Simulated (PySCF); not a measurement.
**Energy of Au (gold, neutral) between two integer charges**

The 6s alpha orbital of [Xe] 4f14 5d10 6s1 is emptied in steps (occupation f), with all orbitals relaxed, ending at [Xe] 4f14 5d10. Computed with PySCF 2.14 in aug-cc-pVTZ-PP with ECP60MDF (6s6p5d3f2g, 88 functions), with scalar relativity through the core potential. The exact energy is a straight line in f; departures are measured from the line between the end points of the same method.

```tsv
f	PBE0 (eV)	r2SCAN (eV)	LC-wPBE (eV)
1	0.000	0.000	0.000
0.75	-0.473	-0.599	-0.013
0.5	-0.634	-0.805	-0.017
0.25	-0.478	-0.608	-0.013
0	0.000	0.000	0.000
```

```json
{"method": "PBE0", "E(f=0) − E(f=1) (eV)": "9.217", "−ε at f=1 (eV)": "6.709", "−ε at f=0.5 (eV)": "9.205"}
{"method": "r2SCAN", "E(f=0) − E(f=1) (eV)": "9.494", "−ε at f=1 (eV)": "6.333", "−ε at f=0.5 (eV)": "9.469"}
{"method": "LC-wPBE", "E(f=0) − E(f=1) (eV)": "8.893", "−ε at f=1 (eV)": "8.825", "−ε at f=0.5 (eV)": "8.890"}
```

Orbital energy along the path (eV):

```json
{"f": "1", "PBE0": "-6.709", "r2SCAN": "-6.333", "LC-wPBE": "-8.825"}
{"f": "0.75", "PBE0": "-7.946", "r2SCAN": "-7.874", "LC-wPBE": "-8.857"}
{"f": "0.5", "PBE0": "-9.205", "r2SCAN": "-9.469", "LC-wPBE": "-8.890"}
{"f": "0.25", "PBE0": "-10.483", "r2SCAN": "-11.100", "LC-wPBE": "-8.925"}
{"f": "0", "PBE0": "-11.774", "r2SCAN": "-12.754", "LC-wPBE": "-8.969"}
```

Reference removal energy between the ground levels: 9.226 eV (measured; NIST Atomic Spectra Database, ionization energies).
